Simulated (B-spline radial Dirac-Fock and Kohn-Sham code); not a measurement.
## Dipole and non-dipole photoemission parameters of Al²⁺ 3s

System: aluminum as Al²⁺, 1s2 2s2 2p6 3s1; threshold 28.57 eV (orbital energy of the model). The computed values come from a B-spline atomic structure program: Dirac-Hartree-Slater photoionisation with a Latter tail; cross sections with all multipoles, angular parameters from the dipole term and its interference with E2.

Input file task.json (cfg lists n, l and occupation; rrms is the nuclear radius in fm):

```json
{"items": [{
  "Z": 13,
  "q": 2,
  "cfg": [[1, 0, 2], [2, 0, 2], [2, 1, 6], [3, 0, 1]],
  "A": 27,
  "rrms": 3.061,
  "do": "xps",
  "hv": [55.9, 59.3, 80, 87.4, 100, 167.0, 200, 238.0, 265.0, 274.0, 548.0, 774.0, 800, 875.0, 982.0, 1000, 1210.0, 1330.0, 1510.0, 1700.0, 1900.0, 2050.0, 2520.0, 3420.0, 4000, 4760.0, 9251.7, 10900.0, 11100.0, 15000]
}]}
```

Command: `python xray2_run.py task.json out`

| hν (eV) | σ (kb) | β | γ |
| --- | --- | --- | --- |
| 55.9 | 164 | 2.000 | 0.125 |
| 59.3 | 151 | 2.000 | 0.118 |
| 80 | 99.5 | 2.000 | 0.077 |
| 87.4 | 87.3 | 2.000 | 0.065 |
| 100 | 70.9 | 2.000 | 0.044 |
| 167 | 30.8 | 2.000 | -0.016 |
| 200 | 23.0 | 2.000 | -0.027 |
| 238 | 17.4 | 2.000 | -0.031 |
| 265 | 14.6 | 2.000 | -0.030 |
| 274 | 13.8 | 2.000 | -0.029 |
| 548 | 3.90 | 2.000 | 0.070 |
| 774 | 1.93 | 2.000 | 0.179 |
| 800 | 1.80 | 2.000 | 0.192 |
| 875 | 1.49 | 2.000 | 0.226 |
| 982 | 1.15 | 2.000 | 0.274 |
| 1000 | 1.11 | 2.000 | 0.282 |
| 1210 | 0.726 | 2.000 | 0.368 |
| 1330 | 0.586 | 2.000 | 0.413 |
| 1510 | 0.437 | 2.000 | 0.478 |
| 1700 | 0.331 | 2.000 | 0.543 |
| 1900 | 0.254 | 2.000 | 0.609 |
| 2050 | 0.212 | 2.000 | 0.657 |
| 2520 | 0.127 | 2.000 | 0.800 |
| 3420 | 0.0580 | 2.000 | 1.037 |
| 4000 | ? | ? | ? |
| 4760 | 0.0240 | 2.000 | 1.321 |
| 9251.7 | 0.00376 | 2.000 | 2.033 |
| 10900 | 0.00233 | 2.000 | 2.249 |
| 11100 | 0.00221 | 2.000 | 2.274 |
| 15000 | 0.000905 | 1.999 | 2.708 |

Q: Give the values at 4000 eV.

A: σ = 0.0384 kb, β = 2.000, γ = 1.168. For an s subshell δ is negligible.
